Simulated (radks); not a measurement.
Values are calculated unless marked as measured or tabulated.
All-electron atom: Xe15+ in [Kr] 4d3. Code: a radial shooting solver on a logarithmic mesh with Libxc functionals. Model: non-relativistic Kohn-Sham, TPSS, spin-polarised, spherical densities, point nucleus; open shells are filled with parallel spins first (spin-orbit coupling, left out, can overturn this in heavy ions); meta-GGA in the generalised Kohn-Sham scheme; relativity is left out, which matters for an element this heavy.

Unscreened Slater integrals over Kohn-Sham orbitals (hartree). They are taken over the spin-up orbitals. Empty in this configuration: 5s.

| integral | value |
|---|---|
| F0(4d,4d) | 1.2004 |
| F2(4d,4d) | 0.62046 |
| F4(4d,4d) | 0.42056 |
| F0(4d,4p) | 1.2232 |
| F2(4d,4p) | 0.63740 |
| G1(4d,4p) | 0.80437 |
| G3(4d,4p) | 0.51076 |
| F0(4d,4s) | 1.2356 |
| G2(4d,4s) | 0.62692 |
| F0(4d,3d) | 1.5617 |
| F2(4d,3d) | 0.40373 |
| F4(4d,3d) | 0.19405 |
| G0(4d,3d) | 0.13101 |
| G2(4d,3d) | 0.15950 |
| G4(4d,3d) | 0.12370 |
| F0(4d,5s) | 0.80930 |
| G2(4d,5s) | 0.092462 |
| F0(4p,4p) | 1.2492 |
| F2(4p,4p) | 0.66196 |
| F0(4p,4s) | 1.2623 |
| G1(4p,4s) | 0.86574 |
| F0(4p,3d) | 1.5977 |
| F2(4p,3d) | 0.41701 |
| G1(4p,3d) | 0.13481 |
| G3(4p,3d) | 0.13345 |
| F0(4p,5s) | 0.81577 |
| G1(4p,5s) | 0.078478 |
| F0(4s,4s) | 1.2763 |
| F0(4s,3d) | 1.6196 |
| G2(4s,3d) | 0.13535 |
| F0(4s,5s) | 0.81904 |
| G0(4s,5s) | 0.056724 |
| F0(3d,3d) | 3.2518 |
| F2(3d,3d) | 1.6414 |
| F4(3d,3d) | 1.0521 |
| F0(3d,5s) | 0.91984 |
| G2(3d,5s) | 0.038627 |
| F0(5s,5s) | 0.67802 |

Derived for the open shells (J is the average intra-shell exchange parameter used in DFT+U). 4d: Racah B = F2/49 - 5 F4/441 = 0.007894 hartree, C = 35 F4/441 = 0.03338 hartree, C/B = 4.23, F4/F2 = 0.678, J = (F2 + F4)/14 = 0.07436 hartree.
